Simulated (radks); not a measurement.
Task: All-electron atom: Mo I in [Kr] 4d5 5s1. Method: Dirac Kohn-Sham, PBE, spin-unpolarised, spherical densities, finite nucleus; open shells fill j = l - 1/2 first; Fermi nuclear charge, rms radius 4.4091 fm; computed with a radial shooting solver on a logarithmic mesh with Libxc functionals.

Spin-orbit splittings of the eigenvalues, e(l+1/2) - e(l-1/2), with zeta = 2 splitting/(2l+1) and mean radii in bohr:

shell  occ.  splitting (eV)  zeta (eV)  <r> j=l-1/2  <r> j=l+1/2
2p        6           106.6      71.04       0.1308       0.1353
3p        6           17.54      11.70       0.4233       0.4339
3d       10               ?          ?       0.4132       0.4167
4p        6           2.480      1.653        1.217        1.249
4d        5          0.2026    0.08105        1.988        2.021

Estimate the 3d splitting.

Result: 3.321 eV (zeta = 1.329 eV).
